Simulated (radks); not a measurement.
Pb IV, 79 electrons, occupied as [Xe] 4f14 5d10 6p1 (not the ground configuration).

Method: Dirac Kohn-Sham, BLYP, spin-unpolarised, spherical densities, finite nucleus; open shells fill j = l - 1/2 first; Fermi nuclear charge, rms radius 5.5012 fm; computed with a radial shooting solver on a logarithmic mesh with Libxc functionals.

Energy parts (eV):
total: -569301.47
kinetic: 662002.75
electron-nucleus: -1437940.49
Hartree: 217258.64
exchange-correlation: -10622.38

Orbitals (lengths in bohr, moments of r in powers of bohr; r(90%) holds 90 % of the orbital's charge):
orbital	occ.	eigenvalue (eV)	<r>	<r^4>	r(90%)	small-component weight
1s1/2	2	-87955.57	0.01606	3.540e-07	0.0294	9.78e-02
2s1/2	2	-15744.10	0.06692	0.00005072	0.105	2.26e-02
2p1/2	2	-15128.34	0.05487	0.00002986	0.0918	2.27e-02
2p3/2	4	-12938.45	0.06379	0.00004819	0.104	1.99e-02
3s1/2	2	-3801.451	0.1740	0.001831	0.256	7.59e-03
3p1/2	2	-3521.849	0.1644	0.001585	0.248	7.54e-03
3p3/2	4	-3033.286	0.1807	0.002253	0.270	6.75e-03
3d3/2	4	-2570.810	0.1570	0.001477	0.244	6.64e-03
3d5/2	6	-2466.821	0.1619	0.001640	0.251	6.42e-03
4s1/2	2	-883.3580	0.3842	0.04013	0.551	2.62e-03
4p1/2	2	-762.0499	0.3853	0.04229	0.560	2.52e-03
4p3/2	4	-642.4168	0.4199	0.05922	0.608	2.21e-03
4d3/2	4	-444.1167	0.4246	0.06837	0.633	2.01e-03
4d5/2	6	-421.7872	0.4357	0.07556	0.649	1.93e-03
4f5/2	6	-165.0626	0.4508	0.1159	0.716	1.57e-03
4f7/2	8	-160.0293	0.4571	0.1226	0.726	1.54e-03
5s1/2	2	-173.3772	0.8538	0.9600	1.22	7.04e-04
5p1/2	2	-131.8905	0.9116	1.298	1.31	6.17e-04
5p3/2	4	-109.4361	1.002	1.909	1.45	5.21e-04
5d3/2	4	-51.9041	1.251	5.381	1.88	3.35e-04
5d5/2	6	-49.2230	1.293	6.163	1.94	3.15e-04
6p1/2	1	-28.9007	2.415	62.61	3.48	9.50e-05
6p3/2	0	-26.1093	2.636	87.64	3.78	8.12e-05

The highest occupied level is 6p1/2 at -28.901 eV. Summed over all electrons, <r^2> = 41.07 bohr^2, which gives a Langevin (diamagnetic) susceptibility term of -32.5 x 10^-6 cm^3/mol. The density falls to 0.001 e/bohr^3 at r = 3.61 bohr.
